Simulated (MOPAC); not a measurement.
MOPAC input (AM1):

```
AM1 1SCF GEO-OK AUX(PRECISION=9) THREADS=1
CLiN

Li   -0.00000000 1   -0.00000000 1   -1.86756700 1
C     0.00000000 1    0.00000000 1    1.06167000 1
N    -0.00000000 1   -0.00000000 1   -0.10961700 1
```

From the output:

```
                                                       MOPAC v23.2.5 Linux

          FINAL HEAT OF FORMATION =         37.23170 KCAL/MOL =     155.77744 KJ/MOL

          COSMO AREA              =         90.08 SQUARE ANGSTROMS
          COSMO VOLUME            =         71.75 CUBIC ANGSTROMS

          IONIZATION POTENTIAL    =          9.674545 EV
          HOMO LUMO ENERGIES (EV) =         -9.675  1.315
          NO. OF FILLED LEVELS    =          5
          MOLECULAR WEIGHT        =         32.9577         POINT GROUP:  C*v

          MOLECULAR DIMENSIONS (Angstroms)

            Atom       Atom       Distance
            C     2   Li     1     2.92924
            C     2   Li     1     0.00000
           Li     1    C     2     0.00000

          SCF CALCULATIONS        =          1

   ATOM   CHEMICAL          X               Y               Z
  NUMBER   SYMBOL      (ANGSTROMS)     (ANGSTROMS)     (ANGSTROMS)

     1      Li         -0.00000000  *  -0.00000000  *  -1.86756700  *
     2       C          0.00000000  *   0.00000000  *   1.06167000  *
     3       N         -0.00000000  *  -0.00000000  *  -0.10961700  *

                             CARTESIAN COORDINATES

   1   Li       -0.000000000    -0.000000000    -1.867567000
   2    C        0.000000000     0.000000000     1.061670000
   3    N       -0.000000000    -0.000000000    -0.109617000

           Empirical Formula: C N Li  =     3 atoms

      MOLECULAR POINT GROUP   :   C*v

                  EIGENVALUES
 -34.27553 -16.52405 -11.37759 -11.37759  -9.67455   1.31477   3.25468   3.25468
   4.57606   4.84712   4.84712   8.95384

              NET ATOMIC CHARGES AND DIPOLE CONTRIBUTIONS

  ATOM NO.   TYPE          CHARGE      No. of ELECS.   s-Pop       p-Pop
    1         Li           0.585350        0.4147     0.14439     0.27026
    2          C          -0.105109        4.1051     1.76509     2.34002
    3          N          -0.480241        5.4802     1.62792     3.85232
 DIPOLE           X         Y         Z       TOTAL
 POINT-CHG.     0.000     0.000    -5.534     5.534
 HYBRID        -0.000    -0.000    -2.602     2.602
 SUM           -0.000    -0.000    -8.136     8.136

          ATOMIC ORBITAL ELECTRON POPULATIONS

     Atom    s        px        py        pz
    1 Li   0.14439   0.03383   0.03383   0.20261
    2  C   1.76509   0.65400   0.65400   1.03201
    3  N   1.62792   1.31217   1.31217   1.22799

 **********************
 *                    *
 * JOB ENDED NORMALLY *
 *                    *
 **********************

 == MOPAC DONE ==
```

The geometry given is a B3LYP-D3(BJ)/def2-TZVP minimum.
